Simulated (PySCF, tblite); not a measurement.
Compound: C6H14Si.
Cartesian coordinates in Å at the GFN2-xTB level; atoms count from 1:
```
atom  x, y, z in Å
C1     1.2885   -1.0760    1.6808
C2     1.0968   -0.5750    0.4680
C3     2.1827   -0.6350   -0.5650
Si4   -0.5438    0.2326   -0.0611
C5    -0.1673    1.7320   -1.1822
C6    -1.5185    0.8094    1.4719
C7    -1.5882   -1.0230   -1.0541
H8     0.5248   -1.0421    2.4389
H9     2.2191   -1.5419    1.9722
H10    3.0718   -1.1314   -0.1809
H11    1.8328   -1.1724   -1.4450
H12    2.4527    0.3712   -0.8805
H13    0.5057    2.4340   -0.6988
H14   -1.0762    2.2708   -1.4323
H15    0.2933    1.4221   -2.1154
H16   -2.4072    1.3619    1.1837
H17   -0.9188    1.4567    2.1040
H18   -1.8411   -0.0337    2.0741
H19   -1.0728   -1.3455   -1.9538
H20   -1.8076   -1.9093   -0.4666
H21   -2.5357   -0.5884   -1.3586
```

Computed, not measured: PBE0/pcSseg-1 in PySCF (dipole) on a GFN2-xTB geometry, gas phase.

Masses are those of the commonest isotopes; rigid-rotor values at the optimised geometry. 

Task: Give the principal moments of inertia and the rotational constants in cm⁻¹.

Result: Ia = 215.89, Ib = 314.32, Ic = 363.62 u·Å²; 505379 MHz·u·Å²/I gives 2341, 1608 and 1390 MHz, that is A = 0.07808, B = 0.05363, C = 0.04636 cm⁻¹.

Task: Classify the top.

Result: An asymmetric top. Ray's parameter κ = (2B − A − C)/(A − C) = -0.542; −1 is the prolate and +1 the oblate limit.

Task: Is it planar, by Δ = Ic − Ia − Ib?

Result: Not planar: Δ = Ic − Ia − Ib = -166.60 u·Å². For a rigid frame Δ = −2 Σ m c², so Σ m c² = 83.30 u·Å² lies off the ab plane: 25.39 from hydrogen and 57.91 from heavier atoms. The atom farthest from that plane is 2.46 Å away.

Task: Give the other two planar moments, Paa and Pbb, and the rms extents of the mass along the axes.

Result: Paa = Σ m a² = (Ib + Ic − Ia)/2 = 231.02 and Pbb = Σ m b² = (Ia + Ic − Ib)/2 = 132.59 u·Å². With the mass M = 114.09 u, the rms extents √(P/M) along a, b and c are 1.42, 1.08, 0.85 Å.

Task: List the rotational levels J(Ka,Kc) to J = 4 (MHz).

Result: Above 0(0,0):
J = 1: 1(0,1) 2998, 1(1,1) 3731, 1(1,0) 3949
J = 2: 2(0,2) 8951, 2(1,2) 9508, 2(1,1) 10162, 2(2,1) 12361, 2(2,0) 12403
J = 3: 3(0,3) 17787, 3(1,3) 18150, 3(1,2) 19453, 3(2,2) 21354, 3(2,1) 21554, 3(3,1) 25589, 3(3,0) 25594
J = 4: 4(0,4) 29428, 4(1,4) 29635, 4(1,3) 31779, 4(2,3) 33312, 4(2,2) 33861, 4(3,2) 37650, 4(3,1) 37685, 4(4,1) 43483, 4(4,0) 43483

Task: Which types of transition are allowed, and where do some lines up to J = 4 fall?

Result: The dipole components are |μa| = 0.14 D, |μb| = 0.27 D, |μc| = 0.01 D. Intensities carry the squares of the components, which stand as 0.26 : 1.00 : 0.00 (a : b : c). Some lines, for components of 0.1 D or more:

```json
{"type": "a", "branch": "Q", "J(Ka,Kc)": "4(2,2) ← 4(2,3)", "MHz": "549", "lower level (cm⁻¹)": "1.111"}
{"type": "a", "branch": "Q", "J(Ka,Kc)": "3(1,2) ← 3(1,3)", "MHz": "1303", "lower level (cm⁻¹)": "0.605"}
{"type": "b", "branch": "Q", "J(Ka,Kc)": "3(1,2) ← 3(0,3)", "MHz": "1666", "lower level (cm⁻¹)": "0.593"}
{"type": "b", "branch": "Q", "J(Ka,Kc)": "3(2,1) ← 3(1,2)", "MHz": "2101", "lower level (cm⁻¹)": "0.649"}
{"type": "a", "branch": "Q", "J(Ka,Kc)": "4(1,3) ← 4(1,4)", "MHz": "2144", "lower level (cm⁻¹)": "0.989"}
{"type": "b", "branch": "Q", "J(Ka,Kc)": "4(1,3) ← 4(0,4)", "MHz": "2351", "lower level (cm⁻¹)": "0.982"}
{"type": "b", "branch": "R", "J(Ka,Kc)": "1(1,1) ← 0(0,0)", "MHz": "3731", "lower level (cm⁻¹)": "0.000"}
{"type": "b", "branch": "Q", "J(Ka,Kc)": "4(4,0) ← 4(3,1)", "MHz": "5798", "lower level (cm⁻¹)": "1.257"}
{"type": "b", "branch": "R", "J(Ka,Kc)": "4(2,2) ← 3(3,1)", "MHz": "8272", "lower level (cm⁻¹)": "0.854"}
{"type": "b", "branch": "R", "J(Ka,Kc)": "3(0,3) ← 2(1,2)", "MHz": "8278", "lower level (cm⁻¹)": "0.317"}
{"type": "b", "branch": "R", "J(Ka,Kc)": "2(2,1) ← 1(1,0)", "MHz": "8413", "lower level (cm⁻¹)": "0.132"}
{"type": "b", "branch": "R", "J(Ka,Kc)": "2(2,0) ← 1(1,1)", "MHz": "8672", "lower level (cm⁻¹)": "0.124"}
{"type": "a", "branch": "R", "J(Ka,Kc)": "3(2,2) ← 2(2,1)", "MHz": "8993", "lower level (cm⁻¹)": "0.412"}
{"type": "a", "branch": "R", "J(Ka,Kc)": "3(2,1) ← 2(2,0)", "MHz": "9151", "lower level (cm⁻¹)": "0.414"}
{"type": "b", "branch": "R", "J(Ka,Kc)": "3(1,3) ← 2(0,2)", "MHz": "9199", "lower level (cm⁻¹)": "0.299"}
{"type": "a", "branch": "R", "J(Ka,Kc)": "3(1,2) ← 2(1,1)", "MHz": "9291", "lower level (cm⁻¹)": "0.339"}
{"type": "a", "branch": "R", "J(Ka,Kc)": "4(2,3) ← 3(2,2)", "MHz": "11958", "lower level (cm⁻¹)": "0.712"}
{"type": "b", "branch": "R", "J(Ka,Kc)": "3(2,1) ← 2(1,2)", "MHz": "12046", "lower level (cm⁻¹)": "0.317"}
{"type": "a", "branch": "R", "J(Ka,Kc)": "4(3,2) ← 3(3,1)", "MHz": "12061", "lower level (cm⁻¹)": "0.854"}
{"type": "a", "branch": "R", "J(Ka,Kc)": "4(3,1) ← 3(3,0)", "MHz": "12091", "lower level (cm⁻¹)": "0.854"}
{"type": "a", "branch": "R", "J(Ka,Kc)": "4(1,3) ← 3(1,2)", "MHz": "12326", "lower level (cm⁻¹)": "0.649"}
{"type": "b", "branch": "R", "J(Ka,Kc)": "3(3,1) ← 2(2,0)", "MHz": "13186", "lower level (cm⁻¹)": "0.414"}
{"type": "b", "branch": "R", "J(Ka,Kc)": "4(4,0) ← 3(3,1)", "MHz": "17894", "lower level (cm⁻¹)": "0.854"}
```

Task: Estimate the classical rotational partition function at 10 K, 25 K and 50 K.

Result: Point group C1, symmetry number σ = 1; q = (√π/σ)·√((kT/h)³/(ABC)), k/h = 20836.6 MHz/K: 2330 at 10 K, 9210 at 25 K, 26100 at 50 K.

Its GFN2-xTB frequencies are all real (lowest 20 cm⁻¹). Constants of a rigid frame at the computed geometry: no zero-point averaging, no centrifugal distortion. A rigid rotor knows nothing of internal rotation, which can split or shift real lines.
